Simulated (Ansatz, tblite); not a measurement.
Cost and result up the ladder for [Au(NH3)2]+ (AuN2H6⁺) (9 atoms). The state is a singlet with charge 1. Geometry: PBE-D4/def2-TZVP.

```xyz
9

Au    0.000    0.000    0.000
N     0.710    1.485   -1.241
H     0.792    1.156   -2.209
H     1.638    1.808   -0.945
H     0.086    2.300   -1.244
N    -0.710   -1.485    1.241
H    -1.663   -1.764    0.984
H    -0.732   -1.177    2.219
H    -0.120   -2.324    1.196
```

Ansatz on 4 threads of Arm Neoverse V1 on a shared host; xTB runs through tblite on one thread. Times are rough, summed over both states, and most runs start from the orbitals of an earlier one. PBE0-D4/def2-TZVP serves as the yardstick here, not as an exact answer. The other state is a doublet.

In the def2 sets Au takes a core potential; there is no spin–orbit coupling. The xTB rows come from tblite.

Raw xTB energies of ions are shifted by several eV.

```tsv
level	functions	wall time	vertical IE (eV)	difference from PBE0-D4/def2-TZVP (eV)
GFN2-xTB	23	0.006 s	19.87	5.05
GFN1-xTB	29	0.008 s	19.88	5.06
PBE-D4/def2-TZVP (with forces)	138	2.8 s	14.89	0.07
PBE0-D4/def2-TZVP	138	3.1 s	14.82	0.00
r2SCAN-D4/def2-TZVP	138	5.1 s	14.87	0.05
```
